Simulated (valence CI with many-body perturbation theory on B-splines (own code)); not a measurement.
The numbers below are computed, except where a source is named.
**Eu⁴⁷⁺: what each term of the Hamiltonian does**

Level of theory: configuration interaction combined with many-body perturbation theory (CI+MBPT): six valence electrons over a frozen Dirac-Fock core [Ne], radial functions for each j: 9 s, 9 p, 8 d, 6 f, 3 g, 1 h, with the one-electron correlation potential Σ1 (screened to all orders), the two-electron term Σ2, the three-electron term Σ3, Breit, model QED; selected single and double excitations, second order for the rest, scaled by the run's own slope (own B-spline code, finite nucleus).

No measured spectrum was set against this ion. As an estimate, large intervals hold to a few tenths of a per cent, small ones and those within an open d or f shell to about a per cent. Among the levels kept, up to 1100 cm⁻¹ of a level comes from second order outside the variational space, and about a tenth of that is noise between levels of different J, which matters for small intervals.

Each rung adds one term. CI alone is the Dirac-Coulomb CI over the frozen core; QED comes last and gives the full result, which names the levels. Energies are above (3s^2 3p1/2^2 3p3/2^2) J=2 on the same rung, in × 10³ cm⁻¹.

Levels are named by their leading jj configuration (3d3/2^4 stands for four electrons in 3d with j = 3/2), which in mixed levels can hold well under half, so a name can repeat and another be missing. Letters in brackets count levels of one name in rising energy.

| Level | CI alone |
| --- | --- |
| (3s^2 3p1/2^2 3p3/2^2) J=0 | 126.60 |
| (3s^2 3p1/2 3p3/2^3) J=1 | 1298.2 |
| (3s^2 3p1/2 3p3/2^3) J=2 | 1366.5 |
| (3s^2 3p1/2^2 3p3/2 3d3/2) J=2 | 1548.3 |
| (3s^2 3p1/2^2 3p3/2 3d3/2) J=1 | 1596.6 |
| (3s^2 3p1/2^2 3p3/2 3d3/2) J=0 | 1599.8 |
| (3s^2 3p1/2^2 3p3/2 3d3/2) J=3 | 1607.2 |
| (3s^2 3p1/2^2 3p3/2 3d5/2) J=4 | 1889.8 |
| (3s^2 3p1/2^2 3p3/2 3d5/2) J=2 | 1908.6 |
| (3s^2 3p1/2^2 3p3/2 3d5/2) J=3 | 2056.3 |
| (3s^2 3p1/2^2 3p3/2 3d5/2) J=1 | 2119.4 |
| (3s 3p1/2^2 3p3/2^3) J=2 | 2476.2 |
| (3s 3p1/2^2 3p3/2^3) J=1 | 2613.6 |
| (3s^2 3p3/2^4) J=0 | 2712.4 |
| (3s^2 3p1/2 3p3/2^2 3d3/2) J=2 [a] | 2789.3 |
| (3s^2 3p1/2 3p3/2^2 3d3/2) J=0 | 2794.3 |

Problem. What do these energies become with core correlation, Breit and QED?

Solution. (3s^2 3p1/2^2 3p3/2^2) J=0 128.00 (+1.40); (3s^2 3p1/2 3p3/2^3) J=1 1286.7 (-11.47); (3s^2 3p1/2 3p3/2^3) J=2 1352.3 (-14.17); (3s^2 3p1/2^2 3p3/2 3d3/2) J=2 1534.8 (-13.54); (3s^2 3p1/2^2 3p3/2 3d3/2) J=1 1583.3 (-13.32); (3s^2 3p1/2^2 3p3/2 3d3/2) J=0 1589.3 (-10.56); (3s^2 3p1/2^2 3p3/2 3d3/2) J=3 1591.0 (-16.26); (3s^2 3p1/2^2 3p3/2 3d5/2) J=4 1866.1 (-23.78); (3s^2 3p1/2^2 3p3/2 3d5/2) J=2 1886.5 (-22.12); (3s^2 3p1/2^2 3p3/2 3d5/2) J=3 2030.4 (-25.94); (3s^2 3p1/2^2 3p3/2 3d5/2) J=1 2097.0 (-22.49); (3s 3p1/2^2 3p3/2^3) J=2 2455.7 (-20.59); (3s 3p1/2^2 3p3/2^3) J=1 2592.8 (-20.77); (3s^2 3p3/2^4) J=0 2687.8 (-24.58); (3s^2 3p1/2 3p3/2^2 3d3/2) J=2 [a] 2762.6 (-26.68); (3s^2 3p1/2 3p3/2^2 3d3/2) J=0 2768.8 (-25.52).

Problem. How does the ionisation energy move along the ladder, and which term matters most?

Solution. CI alone 4035.2, + Σ1 4036.1, + Σ2 4036.3, + Σ3 4035.6, + Breit 4032.6, + QED 4032.4 eV. The largest step is Breit, -3.0 eV. NIST lists 4031 ± 4 eV (theoretical).
